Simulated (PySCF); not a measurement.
## Electronic structure of B (boron, neutral) at the UHF level

Configuration: [He] 2s2 2p1, 2P determinant. All numbers are calculated (PySCF 2.14, scalar relativity by spin-free X2C-1e, in x2c-TZVPPall).

```
Total energy                                                  : -24.539064 hartree
One-electron energy                                           : -32.3782 hartree
Hartree (Coulomb) energy                                      : 11.6106 hartree
Exchange energy                                               : -3.7715 hartree
⟨S²⟩                                                          : 0.7607
⟨L²⟩                                                          : 2.028
Sum of ⟨r⟩                                                    : 6.796 bohr
Sum of ⟨r²⟩                                                   : 15.75 bohr²
Traceless quadrupole moment −½Σ⟨3z² − r²⟩ along its main axis : -2.45 e·bohr²
Langevin diamagnetic susceptibility                           : -12.5 ×10⁻⁶ cm³/mol
```

```csv
shell,electrons,mean orbital energy (hartree),"rms radius, mean of both spins (bohr)"
1s α,1,-7.70278,0.379
1s β,1,-7.68740,0.379
2s α,1,-0.54517,2.18
2s β,1,-0.44610,2.18
2p α,1,-0.31851,2.45
```

Spin-orbit constants ζ (cm⁻¹) from the X2C one-electron operator on these orbitals: bare nucleus, nucleus screened by l(l+1)(2l+1)/3 electrons, and screened by the Breit-Pauli mean field of the electrons.

```csv
shell,bare,screened nucleus,mean field
2p,22.78,13.67,9.909
```

To first order the Landé constant is A = 9.909 cm⁻¹, so the lowest level has J = 1/2 and lies 0.00123 eV below the centre of the term.
